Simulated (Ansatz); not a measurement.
AlBSi2H7Cl3O3, closed shell: at the start structure of a reaction step.

The input file, in.yaml:

```yaml
crystal:
  periodic: [false, false, false]
  atoms:
    - {symbol: B, position_ang: [1.528020, -0.588532, 2.039768]}
    - {symbol: Cl, position_ang: [3.256247, -0.297186, 2.350239]}
    - {symbol: Cl, position_ang: [1.376867, -1.846236, 0.343169]}
    - {symbol: Cl, position_ang: [0.557360, -1.362075, 3.305705]}
    - {symbol: H, position_ang: [1.465850, 1.317414, 1.319438]}
    - {symbol: O, position_ang: [0.854902, 0.577262, 1.426425]}
    - {symbol: Al, position_ang: [0.096246, -0.088034, -0.153579]}
    - {symbol: O, position_ang: [0.703402, 0.871446, -1.383230]}
    - {symbol: Si, position_ang: [1.011829, 1.558231, -2.823321]}
    - {symbol: O, position_ang: [-1.527298, -0.430957, 0.029483]}
    - {symbol: Si, position_ang: [-2.852872, -1.105062, 0.688078]}
    - {symbol: H, position_ang: [-0.254762, 1.887287, -3.528758]}
    - {symbol: H, position_ang: [1.811283, 0.635546, -3.671766]}
    - {symbol: H, position_ang: [1.785103, 2.810638, -2.611842]}
    - {symbol: H, position_ang: [-3.227440, -0.387554, 1.935371]}
    - {symbol: H, position_ang: [-2.604703, -2.535439, 1.011198]}
    - {symbol: H, position_ang: [-3.979934, -1.016748, -0.276480]}
basis:
  gaussian: {orbitals: def2-TZVPP}
hamiltonian: {xc: {name: B97M-V}}
```

Command:

```bash
ansatz run in.yaml --threads 4 --pin off --events-out ev --progress --plain --max-ram 66560MiB --backend cuda --devices 0, --max-vram 37GiB
```

The run's output (Ansatz 0.2.0):

```
Functional definition: B97M-V
  name "B97M-V"
  cite "Mardirossian & Head-Gordon, J. Chem. Phys. 142, 074111 (2015) doi:10.1063/1.4907719"
  cite "Becke, J. Chem. Phys. 107, 8554 (1997) doi:10.1063/1.475007"
  cite "Vydrov & Van Voorhis, J. Chem. Phys. 133, 244103 (2010) doi:10.1063/1.3521275"
  # Of w^i u^j: cxij and so on, Table III.
  parameter cx00 = 1.000
  parameter cx01 = 1.308
  parameter cx02 = 1.901
  parameter cx10 = 0.416
  parameter cx11 = 3.070
  parameter css00 = 1.000
  parameter css02 = -1.855
  parameter css10 = -5.668
  parameter css32 = -20.497
  parameter css42 = -20.364
  parameter cos00 = 1.000
  parameter cos01 = 1.573
  parameter cos03 = -6.298
  parameter cos10 = 2.535
  parameter cos32 = -6.427
  parameter b = 6.0
  parameter c = 0.01
  gx(w, u) = cx00 + cx01*u + cx02*u^2 + (cx10 + cx11*u)*w
  gss(w, u) = css00 + css02*u^2 + css10*w + (css32*w^3 + css42*w^4)*u^2
  gos(w, u) = cos00 + cos01*u + cos03*u^3 + cos10*w + cos32*w^3*u^2
  exchange = spin_sum(e_x_unif_s*gx(b97_w, b97_u_x))
  correlation = spin_sum(e_c_pw_mod_same_spin*gss(b97_w, b97_u_same))
      + integral(e_c_pw_mod_opposite_spin*gos(b97_w_opposite, b97_u_opposite)) + vv10(b, c)
2762 factors; their error is unknown
mean field evaluation 1: about -66834.8152 eV, gradient 1.0e2 eV
mean field evaluation 2: about -66774.0363 eV, gradient 2.0e2 eV
mean field evaluation 4: about -66851.0507 eV, gradient 1.4e1 eV
mean field evaluation 8: about -66851.4009 eV, gradient 4.1e-1 eV
mean field evaluation 16: about -66851.3401 eV, gradient 3.0e-4 eV
mean field -66851.34014432 eV, -2456.7414368381 hartree, gradient 4.1e-5 eV, S^2 0.000000; 0 other end points of the search recorded, 0 dependent functions left out
reference -66851.34024198 eV, -2456.7414404270 hartree; 64, 64 occupied and 410, 410 virtual orbitals, 2762 factors
Total energy: -66851.34024198 eV, -2456.7414404270 hartree
```

The lines “mean field evaluation” count trial sets of orbitals through the whole run, from several starts and some on an approximate energy, so they need not fall steadily or lie above the final value.

Time: 9.5 s of wall clock on 4 CPU threads of an AMD EPYC 7R13 and a share of one NVIDIA H100; the host was shared. Peak host memory: 1.3 GiB.
